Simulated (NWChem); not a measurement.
System: C4H4F2; SMILES C=C(F)C(=C)F

The following NWChem deck was run.

```
start job
memory heap 200 mb stack 900 mb global 1100 mb
geometry units angstroms noautoz
  C      1.372081    -1.258857     0.000000
  C      0.156102    -0.714498     0.000000
  F     -0.951536    -1.489227     0.000000
  C     -0.156102     0.714498     0.000000
  C     -1.372081     1.258857     0.000000
  F      0.951536     1.489227     0.000000
  H      1.497057    -2.335101     0.000000
  H      2.249874    -0.626480     0.000000
  H     -2.249874     0.626480     0.000000
  H     -1.497057     2.335101     0.000000
end
basis spherical
  * library pcseg-2
end
dft
  xc xpbe96 cpbe96
  iterations 150
  semidirect filesize 400000000
  mulliken
end
task dft energy
```

The geometry was optimised at B3LYP/6-31G* (spherical d).

Problem. Predict the main results of this run. (PBE/pcseg-2.) Quantities: basis functions; energy (Ha); highest occupied level (eV); orbital gap (eV).

Solution. The number of basis functions is 236. The energy (Ha) comes out as -354.23. The highest occupied level (eV) is -6.23 and the orbital gap (eV) is 3.96.
